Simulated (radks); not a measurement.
Trend from Lu to Hg: ionisation energy by Delta-SCF between NIST ground configurations, and size. All-electron calculation, Dirac Kohn-Sham, PBE, spin-unpolarised, spherical densities, point nucleus; open shells fill j = l - 1/2 first. Program: a radial shooting solver on a logarithmic mesh with Libxc functionals.

species       configuration  configuration of the ion  IE (eV)  NIST (eV)  kind  outermost  <r> outermost (bohr)  r at 0.001 e/bohr^3 (bohr)
Lu        [Xe] 4f14 5d1 6s2             [Xe] 4f14 6s2    5.447      5.426  exp.      6s1/2                  3.66                        5.06
Hf        [Xe] 4f14 5d2 6s2         [Xe] 4f14 5d1 6s2    6.695      6.825  exp.      6s1/2                  3.47                        4.98
Ta        [Xe] 4f14 5d3 6s2         [Xe] 4f14 5d3 6s1    8.371      7.550  exp.      6s1/2                  3.32                        4.89
W         [Xe] 4f14 5d4 6s2         [Xe] 4f14 5d4 6s1    8.766      7.864  exp.      6s1/2                  3.20                        4.79
Re        [Xe] 4f14 5d5 6s2         [Xe] 4f14 5d5 6s1    9.160      7.834  exp.      6s1/2                  3.09                        4.70
Os        [Xe] 4f14 5d6 6s2         [Xe] 4f14 5d6 6s1    9.514      8.438  exp.      6s1/2                  2.99                        4.61
Ir        [Xe] 4f14 5d7 6s2         [Xe] 4f14 5d7 6s1    9.838      8.967  exp.      6s1/2                  2.91                        4.53
Pt        [Xe] 4f14 5d9 6s1             [Xe] 4f14 5d9    9.193      8.959  exp.      6s1/2                  2.94                        4.36
Au       [Xe] 4f14 5d10 6s1            [Xe] 4f14 5d10    9.427      9.226  exp.      6s1/2                  2.87                        4.28
Hg                     [Hg]        [Xe] 4f14 5d10 6s1   10.701     10.438  exp.      6s1/2                  2.70                        4.31

Reference values: NIST Atomic Spectra Database (exp. = measured, semi-emp. = semi-empirical, theory = theoretical value adopted there). Spin polarisation and multiplet splitting are left out, so open shells lie too high by an amount that depends on their filling.

Beside tabulated values, note that spin-unpolarised runs miss the spin-polarisation part of the exchange energy of open shells.
